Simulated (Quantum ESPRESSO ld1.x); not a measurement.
The run below uses ld1.x (Quantum ESPRESSO 7.5).

```
 &input
    atom='Gd',
    iswitch=1,
    rel=1,
    lsd=1,
    dft='PW',
    config='[Kr] 4d10 4f6 5s2 5p4 6s0 5d0',
    verbosity='high',
    prefix='ld1',
    max_out_wfc=37,
    file_charge='ld1.rho',
 /
```

Command: `OMP_NUM_THREADS=1 ld1.x < ld1.in > ld1.out`

Output (excerpt):

```
     Program LD1 v.7.5 starts

     --------------------------- All-electron run ----------------------------

     scalar relativistic calculation

     atomic number is 64.00
     dft =PW   lsd =1 sic =0 latt =0  beta=0.20 tr2=1.0E-14
     Exchange-correlation= PW
                           (   1   4   0   0   0   0   0)
     mesh =2097 r(mesh) = 100.39545 a.u. xmin = -8.00 dx = 0.00800
     1 Ry =  13.60569312 eV, c = 137.03599908

     n l     nl                  e(Ry)          e(Ha)          e(eV)
     1 0     1S 1( 1.00)   -3685.167369970   -1842.583684985 -50139.2563427
     2 0     2S 1( 1.00)    -613.558626485    -306.779313243  -8347.8903849
     2 1     2P 1( 3.00)    -546.891547239    -273.445773619  -7440.8385633
     3 0     3S 1( 1.00)    -140.748036006     -70.374018003  -1914.9745856
     3 1     3P 1( 3.00)    -120.095177801     -60.047588901  -1633.9781347
     4 0     4S 1( 1.00)     -33.210433200     -16.605216600   -451.8509626
     4 1     4P 1( 3.00)     -26.380490839     -13.190245420   -358.9248628
     3 2     3D 1( 5.00)     -92.752417928     -46.376208964  -1261.9609347
     4 2     4D 1( 5.00)     -16.924342692      -8.462171346   -230.2674130
     4 3     4F 1( 6.00)      -6.588390520      -3.294195260    -89.6396196
     5 0     5S 1( 1.00)      -9.145773267      -4.572886634   -124.4345844
     5 1     5P 1( 3.00)      -7.267268479      -3.633634240    -98.8762248
     6 0     6S 1( 0.00)      -3.878650170      -1.939325085    -52.7717239
     5 2     5D 1( 0.00)      -4.794737653      -2.397368827    -65.2357291
     1 0     1S 2( 1.00)   -3685.153447904   -1842.576723952 -50139.0669233
     2 0     2S 2( 1.00)    -613.542845302    -306.771422651  -8347.6756710
     2 1     2P 2( 3.00)    -546.874601678    -273.437300839  -7440.6080072
     3 0     3S 2( 1.00)    -140.544562672     -70.272281336  -1912.2061898
     3 1     3P 2( 3.00)    -119.892263170     -59.946131585  -1631.2173405
     4 0     4S 2( 1.00)     -32.772078760     -16.386039380   -445.8868466
     4 1     4P 2( 3.00)     -25.945795496     -12.972897748   -353.0105313
     3 2     3D 2( 5.00)     -92.591732909     -46.295866455  -1259.7747037
     4 2     4D 2( 5.00)     -16.492906757      -8.246453379   -224.3974280
     4 3     4F 2( 0.00)      -6.162953562      -3.081476781    -83.8512549
     5 0     5S 2( 1.00)      -8.803073894      -4.401536947   -119.7719219
     5 1     5P 2( 1.00)      -6.963577816      -3.481788908    -94.7443028
     6 0     6S 2( 0.00)      -3.780963649      -1.890481825    -51.4426311
     5 2     5D 2( 0.00)      -4.572665324      -2.286332662    -62.2142811

     final scf error:  7.8E-15 reached in  34 iterations

     Etot =  -22509.742424 Ry,  -11254.871212 Ha, -306260.647693 eV
     Total magnetization:    8.00 Bohr mag.

     Ekin =   24168.816037 Ry,   12084.408019 Ha,  328833.494146 eV
     Encl =  -54584.259542 Ry,  -27292.129771 Ha, -742656.684679 eV
     Eh   =    8382.866140 Ry,    4191.433070 Ha,  114054.704198 eV
     Exc  =    -477.165059 Ry,    -238.582529 Ha,   -6492.161357 eV
```

Run on one thread of a shared host, so times are rough (Intel(R) Xeon(R) Processor @ 2.60GHz): 0.61 s of CPU time, 1.6 s wall, 34 iterations on 2097 mesh points.
